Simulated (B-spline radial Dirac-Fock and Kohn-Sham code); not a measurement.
Lu 5d3/2: cross section and angular parameters

System: the free lutetium atom in the configuration [Xe] 4f14 5d1 6s2; threshold 3.91 eV (orbital energy of the model). Method: Dirac-Hartree-Slater photoionisation with a Latter tail; cross sections with all multipoles, angular parameters from the dipole term and its interference with E2. Computed with a B-spline atomic structure program.

For linearly polarised light dσ/dΩ = σ/(4π) [1 + β P₂(cos θ) + (δ + γ cos²θ) sin θ cos φ], with θ from the polarisation vector and φ the angle between the beam and the projection of the electron momentum on the plane normal to the polarisation.

```
hν (eV)   σ (kb)       β       γ       δ
   62.4     93.6   1.296   0.081   0.019
   67.5     70.9   1.388   0.097   0.019
   99.3     15.3   1.872   0.209   0.010
    111        ?       ?       ?       ?
    116     7.51   1.988   0.251   0.001
    129     4.52   1.930   0.255  -0.005
    200     1.26  -0.523  -0.122   0.058
    248     1.40  -0.568  -0.040   0.074
    256     1.43  -0.510  -0.018   0.073
    300     1.56  -0.176   0.085   0.061
    372     1.61   0.239   0.167   0.039
    400     1.59   0.358   0.178   0.032
    718     1.02   1.000   0.071  -0.001
    722     1.02   1.004   0.069  -0.001
   1110    0.549   1.245  -0.031   0.003
   1180    0.495   1.269  -0.036   0.005
   1220    0.467   1.281  -0.037   0.006
 1253.6    0.445   1.290  -0.037   0.007
   1400    0.363   1.324  -0.032   0.011
   1740    0.236   1.371   0.012   0.019
   1840    0.209   1.379   0.030   0.021
   2070    0.162   1.392   0.079   0.027
   2230    0.137   1.396   0.116   0.030
   4000   0.0314   1.358   0.566   0.064
 5414.7   0.0134   1.293   0.879   0.091
   5750   0.0112   1.277   0.945   0.098
 8047.8  0.00402   1.173   1.323   0.143
   8270  0.00368   1.164   1.354   0.147
   9320  0.00251   1.122   1.491   0.168
  12000  0.00109   1.026   1.779   0.222
```

Question: Give the values at 111 eV.

Answer: σ = 9.23 kb, β = 1.971, γ = 0.241, δ = 0.004.
